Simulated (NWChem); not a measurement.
System: C$_{2}$H$_{7}$NOSi; SMILES C/C=N/[SiH2]O

The following NWChem deck was run.

```
start job
memory heap 200 mb stack 900 mb global 1100 mb
geometry units angstroms noautosym nocenter noautoz
  C     -0.405431    -2.803872     0.000000
  C      0.343140    -1.503128     0.000000
  N     -0.235365    -0.365532     0.000000
  Si     0.481143     1.244383     0.000000
  O     -0.805782     2.318320     0.000000
  H     -0.122982    -3.409953    -0.888136
  H     -1.496989    -2.624508     0.000000
  H     -0.122982    -3.409953     0.888136
  H      1.461908    -1.621628     0.000000
  H      1.327077     1.455391     1.227885
  H      1.327077     1.455391    -1.227885
  H     -1.649614     1.830124     0.000000
end
basis spherical
  C library 6-31g*
  N library 6-31g*
  Si library 6-31g*
  O library 6-31g*
  H library 6-31g*
end
dft
  xc hfexch
  iterations 150
  mulliken
end
task dft energy
esp
  recalculate
  probe 0.07
  range 0.3
  factor 1.0
  spacing 0.02
end
task esp
```

All runs use the structure optimised with PBE-D3(BJ)/def2-SVP. No frequency run checked for a minimum.

Atomic charges in e: unrestrained fits to the electrostatic potential beside Mulliken populations; buried atoms are poorly determined by the fit.

Atoms are numbered as in the input.

**Question.** Give the results of this calculation. (Hartree-Fock/6-31G* (spherical d).) Quantities: ESP C1; Mulliken C1; ESP C2; Mulliken C2; ESP N3; Mulliken N3; ESP Si4; Mulliken Si4; ESP O5; Mulliken O5; relative RMS misfit of the potential (%).

**Answer.** 
```json
{
 "ESP C1": "-0.15",
 "Mulliken C1": "-0.55",
 "ESP C2": "0.46",
 "Mulliken C2": "0.16",
 "ESP N3": "-0.76",
 "Mulliken N3": "-0.68",
 "ESP Si4": "1.12",
 "Mulliken Si4": "1.13",
 "ESP O5": "-0.79",
 "Mulliken O5": "-0.90",
 "relative RMS misfit of the potential (%)": "26"
}
```
